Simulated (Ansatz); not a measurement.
Relaxation of CH2FOSi (6 atoms, charge -1, multiplicity 1), to a largest force component of 0.02 eV/Å in at most 50 steps.

Computed with Ansatz, RKS B3LYP-D4/6-31G*.

```xyz
6
Properties=species:S:1:pos:R:3:forces:R:3
C -0.309 0.922 -0.067 3.93 -4.67 2.25
Si 0.365 -0.685 0.183 -5.06 -1.46 -6.03
O 1.396 -1.408 1.050 1.47 -0.32 1.42
F -0.372 -1.734 -0.904 0.46 -0.49 0.35
H 0.768 0.441 0.985 -0.64 5.75 1.42
H -1.081 1.134 -0.791 -0.16 1.19 0.57
```

Where does it end, and by what steps?

The run converged. Limits of this set-up: an anion without diffuse functions, the dipole of an ion depends on the origin. After 10 steps the energy has fallen by 5.372 eV; H5 moved furthest, 1.11 Å. Parted: Si2–H5. Joined: C1–H5.

```tsv
step	energy less start (eV)	largest force component (eV/Å)	accepted
0	0.0000	6.026	yes
1	-2.4848	4.386	yes
2	-3.9586	3.792	yes
3	-4.6938	2.319	yes
4	-5.0947	0.768	yes
5	-5.2118	1.134	yes
6	-5.2852	0.792	yes
7	-5.3418	0.684	yes
8	-5.3635	0.485	yes
9	-5.3717	0.148	yes
10	-5.3723	0.017	yes
```

```xyz
6
Properties=species:S:1:pos:R:3
C -0.107 0.699 0.119
Si 0.409 -0.947 0.143
O 1.439 -1.770 0.965
F -0.417 -1.808 -0.994
H 0.310 1.440 0.797
H -0.867 1.057 -0.572
```

The run took 16 s on 1 CPU thread of a shared host.
